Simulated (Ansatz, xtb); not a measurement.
Two structures of FGaGeO2

We compare I, a singlet given by its coordinates, with II, `[O]=[Ge]([F])[O][Ga]`, a singlet. Both are isolated molecules in the gas phase, relaxed with PBE0-D3(BJ)/pcseg-1; the shapes shown needn't be the lowest conformers.

I (Å):

```xyz
5

F     0.1765   -1.4013   -0.9180
Ga   -2.4223   -0.1623    2.5148
Ge   -0.8358   -0.9187    0.4191
O    -2.5239   -0.6935    0.3868
O    -0.3272   -0.5816    2.0094
```

Close contacts (Å): F1–Ge3 1.75, Ga2–Ge3 2.74, Ga2–O4 2.20, Ga2–O5 2.20, Ge3–O4 1.70, Ge3–O5 1.70.

II (Å):

```xyz
5

F     0.1513   -1.0463    1.6173
Ga   -1.2367   -2.7361   -0.5466
Ge   -1.2923   -0.0660    1.2538
O    -1.6098    1.3601    2.0067
O    -2.0067   -1.0819    0.0406
```

Task: Estimate E(II) − E(I) at the level CCSD(T)/def2-SVP + ΔMP2/def2-TZVPP.

Result: Too close to call at this level: CCSD(T)/def2-SVP + ΔMP2/def2-TZVPP gives E(II) − E(I) = −0.055 eV.

Level by level:

```tsv
level	geometry	E(II) − E(I) (eV)	departure from the last row (eV)	job, with rough time for the two
PBE0-D3(BJ)/pcseg-1	PBE0-D3(BJ)/pcseg-1	−0.077	−0.022	optimisation, 4.7 min
HF/def2-SVP	PBE0-D3(BJ)/pcseg-1	−0.380	−0.325	part of the CCSD(T) run
MP2/def2-SVP	PBE0-D3(BJ)/pcseg-1	−0.122	−0.067	part of the CCSD(T) run
CCSD(T)/def2-SVP	PBE0-D3(BJ)/pcseg-1	−0.154	−0.099	single point
CCSD(T)/def2-SVP + ΔMP2/def2-TZVPP	PBE0-D3(BJ)/pcseg-1	−0.055		single point, 2.7 min
```

The largest departure from CCSD(T)/def2-SVP + ΔMP2/def2-TZVPP is that of HF/def2-SVP, 0.325 eV. Levels run at GFN2-xTB geometries aren't shown. The last row adds to CCSD(T) the change of the MP2 difference between the two basis sets, here +0.099 eV.

With harmonic frequencies from PBE0-D3(BJ)/pcseg-1 (ideal gas, rigid rotor, one conformer each, 1000 K, 1 atm): on the last row, ΔE + ΔZPE = −0.054 eV. A mode under 50 cm⁻¹ makes harmonic enthalpies and free energies unreliable, so none is given.

The correlated steps freeze 21 core orbitals; the filled d shell of Ga and Ge is correlated, in a basis made for valence electrons. Run with Ansatz 0.2.0; the last row on 1 thread of AMD EPYC (Zen 3) on a shared host.
